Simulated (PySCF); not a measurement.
Assignment exercise: C2H12OSi3

Molfile (atoms numbered from 1):
```
C2H12OSi3
     RDKit          3D

 18 17  0  0  0  0  0  0  0  0999 V2000
    2.9640   -0.5461    0.1602 Si  0  0  0  0  0  4  0  0  0  0  0  0
    1.3690   -0.3140    0.3176 O   0  0  0  0  0  0  0  0  0  0  0  0
    0.4738    0.2575   -0.5981 C   0  0  0  0  0  0  0  0  0  0  0  0
   -0.8131    0.5931    0.1284 C   0  0  0  0  0  0  0  0  0  0  0  0
   -1.0918   -0.7971    1.4114 Si  0  0  0  0  0  4  0  0  0  0  0  0
   -2.2361    0.9067   -1.0854 Si  0  0  0  0  0  4  0  0  0  0  0  0
    3.2603   -1.0860    1.4763 H   0  0  0  0  0  0  0  0  0  0  0  0
    3.2700   -1.4718   -0.9368 H   0  0  0  0  0  0  0  0  0  0  0  0
    3.6387    0.7257   -0.1245 H   0  0  0  0  0  0  0  0  0  0  0  0
    0.2866   -0.4705   -1.3987 H   0  0  0  0  0  0  0  0  0  0  0  0
    0.9266    1.1436   -1.0615 H   0  0  0  0  0  0  0  0  0  0  0  0
   -0.6451    1.5126    0.6982 H   0  0  0  0  0  0  0  0  0  0  0  0
   -0.1826   -0.6846    2.5484 H   0  0  0  0  0  0  0  0  0  0  0  0
   -2.4659   -0.6501    1.9094 H   0  0  0  0  0  0  0  0  0  0  0  0
   -0.9596   -2.0992    0.7582 H   0  0  0  0  0  0  0  0  0  0  0  0
   -1.8526    1.9560   -2.0378 H   0  0  0  0  0  0  0  0  0  0  0  0
   -2.5342   -0.3154   -1.8349 H   0  0  0  0  0  0  0  0  0  0  0  0
   -3.4165    1.3457   -0.3422 H   0  0  0  0  0  0  0  0  0  0  0  0
  1  2  1  0
  2  3  1  0
  3  4  1  0
  4  5  1  0
  4  6  1  0
  1  7  1  0
  1  8  1  0
  1  9  1  0
  3 10  1  0
  3 11  1  0
  4 12  1  0
  5 13  1  0
  5 14  1  0
  5 15  1  0
  6 16  1  0
  6 17  1  0
  6 18  1  0
M  END
```

One averaged value for each set of equivalent atoms, a single conformation, no solvent model, relativity neglected. Coordinates at the GFN2-xTB level; σ from GIAO-PBE0/pcSseg-1; PySCF 2.14.

Shifts are taken against calculated references (same method and geometry level): 13C (σref 186.93), 1H (σref 31.72) against TMS.

(1) Assign these signals to the numbered atoms. 13C{1H} NMR (computed): δ 68.2, 9.1.

(2) Assign these signals to the numbered atoms. 1H NMR (600 MHz, computed): δ 4.88 (s, 3H), 3.87 (d, 6H), 3.85 (d, 2H), 1.12 (m, 1H).

Answers

(1) 
68.2 → C3, sp3 CH2 bonded to O: pulled downfield by the heteroatom
9.1 → C4, sp3 CH bonded to 2 Si: an electropositive neighbour leaves it electron-rich and shielded

(2) 
```tsv
δ (ppm)	atoms	environment	reason
4.88	H7/H8/H9	hydrogen on a silicon bonded to O	–
3.87	H13/H14/H15/H16/H17/H18	hydrogen on a silicon bonded to C	–
3.85	H10/H11	hydrogen on an sp3 CH2 bonded to O	its carbon carries O, which withdraws density
1.12	H12	hydrogen on an sp3 CH bonded to 2 Si	–
```

H13/H14/H15/H16/H17/H18 and H10/H11 lie closer than the usual error of such a calculation, so a measured spectrum could show them in the other order.

Shifts are as computed. Against solution values, carbons near 30 ppm lie about +3 ppm off and those near 130 ppm about +5 ppm. Of 1309 compounds with measured shifts, 239 miss one by over three times the rms of a fit or turn the order of signals round; such compounds aren't used in these exercises. No couplings were computed; multiplicities are counted from neighbouring protons, with m where these are inequivalent, close in shift, in a saturated or five-membered ring or joined by F or P, and br s for small geminal =CH2 splittings.
